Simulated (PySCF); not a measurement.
## ORD: `C=C1C[C@@H](C=O)[C@@H]1F`, C6H7FO

Geometry:
```tsv
atom	x (Å)	y (Å)	z (Å)
C1	-2.371	0.139	-0.219
C2	-1.078	0.030	0.000
C3	0.069	-0.655	-0.693
C4	0.931	-0.417	0.561
C5	2.228	0.307	0.379
O6	2.678	0.667	-0.672
C7	-0.198	0.473	1.143
F8	-0.613	0.133	2.404
H9	-2.828	-0.285	-1.096
H10	-3.017	0.650	0.475
H11	-0.101	-1.693	-0.970
H12	0.449	-0.112	-1.559
H13	1.077	-1.301	1.183
H14	2.742	0.529	1.336
H15	0.029	1.544	1.167
```

Theory: TDDFT CAM-B3LYP/def2-SVPD circular dichroism and optical rotation, one conformer, gas phase in PySCF 2.14.0. Geometry: GFN2-xTB.

The molecule is flexible and this is one conformer; a measurement averages over conformers.

Stereocentres: C4 S, C7 S.

Question: What is the specific rotation at 633, 589.3, 546, 436, 405, 365, 355 nm?

Answer: [α] in deg dm⁻¹ (g/mL)⁻¹:
```tsv
λ (nm)	origin-invariant length gauge	modified velocity gauge	length gauge (centre of mass)	isotropic polarisability (au)
633	-7.9	+2.5	-8.1	74.0
589.3	-12.7	-0.3	-12.9	74.3
546	-20.7	-5.7	-21.0	74.7
436	-89.4	-60.9	-90.2	76.2
405	-151.1	-114.4	-152.1	77.0
365	-345.8	-289.8	-347.5	78.2
355	-443.8	-379.5	-445.6	78.7
```

Where the gauges differ in sign the basis doesn't settle the rotation.

Question: And for the mirror image at 589.3 nm?

Answer: +12.7 deg dm⁻¹ (g/mL)⁻¹ (origin-invariant length gauge): the same size and the opposite sign.

Question: What is the molar rotation [Φ] = [α]·M/100 of the geometry above at 589.3 nm?

Answer: With M = 114.12 g/mol, -14.5 deg cm² dmol⁻¹ (origin-invariant length gauge).

The first excitation lies at 4.33 eV (286 nm) with R = -6.5 × 10⁻⁴⁰ esu² cm² (velocity form).
